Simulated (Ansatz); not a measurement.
C₂H₃O₂ (SMILES CO[C]=O), doublet, at a GFN2-xTB geometry. Base run: Ansatz (an electronic-structure program) with B3LYP/6-31G**.

Here is a job for Ansatz.
Ansatz 0.2 input:
```yaml
crystal:
  periodic: [false, false, false]
  atoms:
    - {symbol: C, position_ang: [-0.93387820, -0.06541199, 0.01318371]}
    - {symbol: O, position_ang: [-0.95258739, -1.26170140, 0.00490787]}
    - {symbol: O, position_ang: [-0.02803634, 0.83430160, 0.00637219]}
    - {symbol: C, position_ang: [1.38446796, 0.45047108, -0.01701847]}
    - {symbol: H, position_ang: [1.94352282, 1.38117052, -0.01853930]}
    - {symbol: H, position_ang: [1.61200272, -0.14253780, 0.86761719]}
    - {symbol: H, position_ang: [1.58592576, -0.12978890, -0.91630983]}
basis:
  gaussian:
    orbitals: 6-31G__.json
hamiltonian:
  xc: b3lyp
magnetization: {spin_polarized: true, initial_magnetization: 1}
```
The basis file holds 6-31G** in the JSON format of the Basis Set Exchange.

The base run was repeated with changes; each row names its change, and settings that it needs were set with it.

```
change                                                           ΔE vs base (mEh)
---------------------------------------------------------------  ----------------
base                                                                        0.000
final_grid = 14, 28, 59                                                     0.000
final_grid = 10, 20, 41                                                     0.000
point_charge = charge:1.0 position_ang:4.1202, 0.9119, -3.737               7.029
fitting.mean_field = def2-universal-JKFIT                                  -0.039
point_charge = charge:0.5 position_ang:-0.7885, 4.642, -2.0599             -0.450
point_charge = charge:-1.0 position_ang:1.5544, -4.0987, 2.7457            -0.131
nuclear_model = gaussian                                                    0.031
lower_state_search = full                                                   0.000
fitting.mean_field = cc-pVTZ-JKFIT                                         -0.031
final_grid = 6, 12, 29                                                      0.005
```
